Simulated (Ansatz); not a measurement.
`[SiH3]B[CH2][InH2]` + `BS` → `BSCB[SiH3]` + `[InH3]`  (substitution at a C–In bond)

Isolated molecules relaxed with PBE0-D4/def2-TZVP in Ansatz; ΔE leaves out vibrations. CCSD(T)/CBS adds triple-zeta CCSD(T) − MP2 to the extrapolated MP2 energy (def2 sets, frozen cores). This one scheme is used for every species. Functionals use def2-TZVPP. Elements past krypton have def2 core potentials. For In outer-core shells are correlated without core-valence functions, which leaves a few kJ/mol of doubt a bond. One conformer a species, not always the lowest.

`[SiH3]B[CH2][InH2]`:

```xyz
12

Si    0.992    0.813    1.103
B     0.989   -0.212   -0.638
C     0.149   -1.433   -0.688
In   -1.539    0.165   -0.513
H    -0.487    1.196    1.309
H     1.286    0.030    2.334
H     1.690    2.123    1.161
H     1.440    0.285   -1.631
H    -0.141   -1.995    0.200
H     0.022   -2.009   -1.605
H    -1.635    1.572   -1.483
H    -2.767   -0.536    0.452
```

`BS`:

Cartesian coordinates in Å:
```
B 0.525 -0.039 0.243
S -0.735 0.769 -0.692
H 1.542 0.569 0.376
H 0.357 -1.122 0.705
H -1.688 -0.177 -0.632
```

`BSCB[SiH3]`:

Z-matrix (Å, degrees):
```
C
S 1 1.817
B 1 1.556 2 117.2
H 1 1.101 2 107.9 3 -119.3
H 1 1.095 2 109.1 3 127.4
B 2 1.749 1 105.6 3 -119.9
Si 3 2.019 1 124.5 2 -5.9
H 3 1.200 1 115.2 2 173.7
H 6 1.192 2 116.0 1 178.9
H 6 1.194 2 121.1 1 -1.0
H 7 1.492 3 107.2 1 75.5
H 7 1.488 3 112.5 1 -165.8
H 7 1.488 3 112.2 1 -43.0
```

`[InH3]`:

Cartesian coordinates in Å:
```
In 0.000 0.000 0.000
H 0.034 1.708 0.230
H -0.828 -1.006 1.129
H 0.794 -0.703 -1.360
```

```
             level  ΔE (kJ/mol)  difference from CCSD(T)/CBS
            PBE-D4         97.9                        -11.4
           PBE0-D4         94.1                        -15.2
           ωB97X-V         82.7                        -26.6
               PBE         97.3                        -12.0
              PBE0         93.8                        -15.5
     HF/def2-TZVPP         54.7                        -54.6
   CCSD/def2-TZVPP         95.8                        -13.5
CCSD(T)/def2-TZVPP        103.2                         -6.1
     HF/def2-QZVPP         55.1                        -54.2
    CCSD/CBS(def2)        102.0                         -7.3
       CCSD(T)/CBS        109.3                            0
```

Largest T1 diagnostic among the species: 0.015.

In def2-TZVPP, CCSD(T) changes the Hartree–Fock value by +48.5 kJ/mol (the triples alone add +7.3 kJ/mol) and MP2 by +57.5 kJ/mol. From PBE to PBE0 (25 % exact exchange), in def2-TZVPP and without D4, ΔE moves by −3.5 kJ/mol.
